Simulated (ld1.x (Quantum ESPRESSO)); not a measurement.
gold (Au): variants of one ultrasoft potential

Base potential:

* Element: Au
* Generator: ld1.x (Quantum ESPRESSO) 7.5
* Type: ultrasoft
* Functional: BLYP
* Relativity: scalar-relativistic
* Frozen core: [Kr] 4d10 4f14
* Valence charge: 19
* Reference configuration: 5s2 5p6 5d9 6s0 6p0 (charge +2)
* Partial waves: 5s (bound): rcut 1.35, rcutus 1.70 bohr; 6s (bound, empty): rcut 1.35, rcutus 1.70 bohr; 5p (bound): rcut 1.40, rcutus 1.50 bohr; 6p (bound, empty): rcut 1.40, rcutus 1.50 bohr; 5d (bound): rcut 1.05, rcutus 1.40 bohr; 5d channel at 1.65 Ry: rcut 1.05, rcutus 1.40 bohr
* Local potential: all-electron potential smoothed inside 1.25 bohr (lloc = -1)
* Core correction: Bessel-smoothed model core, default radius (core density twice the valence density)
* Augmentation charge: built from norm-conserving waves at rcut, not smoothed further

All-electron outer shells of the reference configuration (BLYP, scalar-relativistic, ld1.x):

```
shell  level (eV)  outermost node (bohr)  outermost maximum (bohr)
   5s     -129.99                   0.48                      0.84
   4f     -102.75                      –                      0.37
   5p      -81.19                   0.52                      0.96
   5d      -27.22                   0.56                      1.20
   6s      -22.91                   1.10                      2.16
   6p      -14.84                   1.29                      2.73
```

Cutoffs, loose and tight: the cutoffs (Ry, on a coarse ladder) from which the occupation-weighted sum of valence levels, in a spherical-Bessel basis at the reference potential, stays within 10 and 1 mRy of its value at 400 Ry. They do not see the model core or the augmentation charge, which bear on the density cutoff. Test errors are all-electron minus pseudo excitation energies from the reference, over the configurations 5s2 5p6 5d10 6s1 6p0; 5s2 5p6 5d10 6s0 6p0; 5s2 5p6 5d8 6s0 6p0; 5s2 5p6 5d10 6s0.5 6p0; 5s2 5p6 5d10 6s0 6p1; 5s2 5p6 5d9 6s2 6p0; 5s2 5p5 5d10 6s1 6p0. A dash means not determined; rows that change the core or the reference have their own tests. The largest error is taken over the tests solved by every variant that gives reliable tests at all: 5s2 5p5 5d10 6s1 6p0; 5s2 5p6 5d10 6s0 6p0; 5s2 5p6 5d10 6s0.5 6p0; 5s2 5p6 5d10 6s1 6p0; 5s2 5p6 5d8 6s0 6p0; 5s2 5p6 5d9 6s2 6p0.

Cutoffs are not given where the Bessel-basis levels miss the radial ones by over 6 mRy, ghosts where they miss by over 20 mRy; a channel whose overlap is not positive is not tested.

The default core radius of the base comes out at 0.74 bohr.

A file whose overlap is not positive is unfit for use, and its test errors describe a broken file.

| change | outcome | bound ghosts | largest test error (meV) |
| --- | --- | --- | --- |
| base | generated, overlap not positive | not determined (overlap not positive) | -3953 |
| core correction Bessel-smoothed model core inside 0.70 bohr | generated, overlap not positive | not determined (overlap not positive) | -3953 |
| waves 5d (bound): rcut 1.05, rcutus 1.74 bohr; 5d channel at 1.65 Ry: rcut 1.05, rcutus 1.74 bohr | generated, overlap not positive | not determined (overlap not positive) | -3953 |
| wave 5d channel at 1.65 Ry: rcut 1.05, rcutus 1.40 bohr becomes 5d channel at -0.88 Ry: rcut 1.05, rcutus 1.40 bohr | generated, overlap not positive | not determined (overlap not positive) | -3953 |
| fully relativistic | generated, overlap not positive | not determined (overlap not positive) | -3930 |
| waves 5p (bound): rcut 1.28, rcutus 1.36 bohr; 6p (bound): rcut 1.28, rcutus 1.36 bohr | generated, overlap not positive | not determined (overlap not positive) | -4585 |
| all radii but the core radius scaled by about 1.07 (s 1.82, p 1.60, d 1.50 bohr, rcut 1.44/1.50/1.12); local potential all-electron potential smoothed inside 1.34 bohr (lloc = -1) | generated, overlap not positive | not determined (overlap not positive) | -5216 |
| functional PBEsol | generated, overlap not positive | not determined (overlap not positive) | -4088 |

Question: What comes out with this change to the base: reference 5s2 5p6 5d10 6s0 6p1?

Answer: outcome: generated, overlap not positive; bound ghosts: not determined (overlap not positive); largest test error (meV): -3071. A file whose overlap is not positive is unfit for use, and its test errors describe a broken file.

Question: What comes out with this change to the base: local potential all-electron potential smoothed inside 1.40 bohr (lloc = -2)?

Answer: outcome: generated, overlap not positive; bound ghosts: not determined (overlap not positive); largest test error (meV): -5784. A file whose overlap is not positive is unfit for use, and its test errors describe a broken file.
